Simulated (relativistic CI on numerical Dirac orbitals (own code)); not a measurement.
Computed by Dirac-Coulomb-Breit CI, separate exchange-only KLI orbitals for each configuration, model QED (radiative potential, 1s self-energy scaled to tabulated hydrogen-like ionisation energies), unscaled Slater integrals (own radial code, finite nucleus).

Configurations in the expansion (outside the closed core [Ne]): 3s²3p⁶3d⁸, 3s²3p⁵3d⁹, 3s²3p⁴3d¹⁰, 3s3p⁶3d⁹, 3p⁶3d¹⁰, 3s²3p⁶3d⁷4s, 3s²3p⁶3d⁷4p, 3s3p⁵3d¹⁰, 3s²3p⁶3d⁷4d, 3s²3p⁶3d⁶4s², 3s²3p⁶3d⁷4f, 3s²3p⁶3d⁶4s4p, 3s²3p⁵3d⁸4s, 3s²3p⁶3d⁷5s, 3s²3p⁶3d⁶4p², 3s²3p⁴3d⁹4s, 3s²3p⁶3d⁷5p, 3s²3p⁶3d⁶4s4d, 3s²3p⁵3d⁸4p, 3s²3p⁴3d⁹4p, 3s²3p⁶3d⁷5d, 3s²3p⁶3d⁶4p4d, 3s²3p⁶3d⁷5f, 3s²3p⁶3d⁷5g, 3s²3p⁵3d⁷4s², 3s²3p⁴3d⁹4d, 3s²3p⁶3d⁷6s, 3s²3p⁵3d⁸4d, 3s3p⁵3d⁹4s, 3s²3p⁶3d⁶4d², 3s²3p⁶3d⁷6p, 3s3p⁶3d⁸4s, 3s²3p⁵3d⁷4s4p, 3s²3p⁶3d⁷6d, 3s3p⁵3d⁹4p, 3s3p⁶3d⁸4p. Levels of other configurations are missing.

At this charge energies of transitions that change n are usually good to better than 1 %, and those within a shell (Δn = 0) to a few per cent. Terms inside the open d or f shell come out 10 to 20 % too wide with unscaled integrals.

Outline of the computed level scheme of Nb XVI. Lowest level of each configuration: 3s²3p⁶3d⁸ ³F4 at 0.000 eV; 3s²3p⁵3d⁹ ³F°4 at 151.213 eV; 3s²3p⁶3d⁷4s ⁵F5 at 223.415 eV.

Some strong electric-dipole decays among the lowest 45 levels: 3s²3p⁵3d⁹ ¹F°3 → 3s²3p⁶3d⁸ ¹G4 (8.0e+11 s⁻¹); 3s²3p⁵3d⁹ ³D°1 → 3s²3p⁶3d⁸ ³F2 (4.1e+11 s⁻¹); 3s²3p⁵3d⁹ ³P°0 → 3s²3p⁶3d⁸ ³P1 (3.2e+11 s⁻¹); 3s²3p⁵3d⁹ ³D°3 → 3s²3p⁶3d⁸ ³F4 (3.2e+11 s⁻¹); 3s²3p⁵3d⁹ ³D°2 → 3s²3p⁶3d⁸ ³F3 (2.5e+11 s⁻¹); 3s²3p⁵3d⁹ ³P°2 → 3s²3p⁶3d⁸ ³F3 (2.2e+11 s⁻¹); 3s²3p⁵3d⁹ ³P°1 → 3s²3p⁶3d⁸ ³P2 (1.6e+11 s⁻¹); 3s²3p⁵3d⁹ ³F°3 → 3s²3p⁶3d⁸ ³F4 (1.5e+11 s⁻¹).

LS names give the leading component of a level, which can be under half, so a name can repeat, a term be missing and a line seem to break the LS rules.
